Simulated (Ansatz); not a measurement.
Abridged output of a molecular run in Ansatz:

```
Functional definition: HF
1107 factors; integrals over basis functions are off by at most 1.4e-3 eV
mean field evaluation 1: about -6509.4890 eV, gradient 3.8e1 eV
mean field evaluation 2: about -6509.4911 eV, gradient 3.8e1 eV
mean field evaluation 4: about -6512.3847 eV, gradient 3.5e0 eV
mean field evaluation 8: about -6512.4240 eV, gradient 2.3e-4 eV
mean field -6512.42399844 eV, -239.3271676630 hartree, gradient 1.1e-6 eV, S^2 0.000000; 0 other end points of the search recorded, 0 dependent functions left out
4 core orbitals not correlated: weight in the atoms' cores, before any rotation towards them, 1.000 or more for the frozen orbitals, at most 0.000 for the correlated occupied ones
reference -6512.42399844 eV, -239.3271676630 hartree; 12, 12 occupied and 164, 164 virtual orbitals, 1107 factors
second order -20.64120990 eV of doubles, -0.00000000 eV of singles
cycle   1  -20.75555136 eV  change   -1.1e-1 eV  update   9.1e-2
cycle   2  -21.19286128 eV  change   -4.4e-1 eV  update   2.6e-2
cycle   3  -21.29851776 eV  change   -1.1e-1 eV  update   1.4e-2
cycle   4  -21.28709931 eV  change    1.1e-2 eV  update   3.2e-3
cycle   5  -21.28584171 eV  change    1.3e-3 eV  update   1.5e-3
cycle   6  -21.28668075 eV  change   -8.4e-4 eV  update   4.5e-4
cycle   7  -21.28646358 eV  change    2.2e-4 eV  update   1.6e-4
cycle   8  -21.28638692 eV  change    7.7e-5 eV  update   4.7e-5
cycle   9  -21.28640234 eV  change   -1.5e-5 eV  update   1.9e-5
perturbative correction -0.70533129 eV, -0.0259204467 hartree
Total energy: -6534.41573206 eV, -240.1353489673 hartree
```

Its atoms:

Cartesian coordinates in Å:
```
O -1.250 -0.676 -0.409
C -0.318 0.116 0.289
B 1.111 0.088 -0.335
F 1.378 -0.622 -1.413
H -2.101 -0.611 0.028
H -0.209 -0.191 1.345
H -0.620 1.178 0.339
H 2.008 0.717 0.156
```

**Question.** Which basis set was used?
A. def2-TZVPP
B. def2-SVPD
C. cc-pV(Q+d)Z
D. def2-SVP

**Answer.** A. It gives 180 functions.

**Question.** Write the keys of the input that set method, charge and spin (a neutral closed shell needs none for the last two).

**Answer.** 
```yaml
correlation: {method: ccsd_t}
```
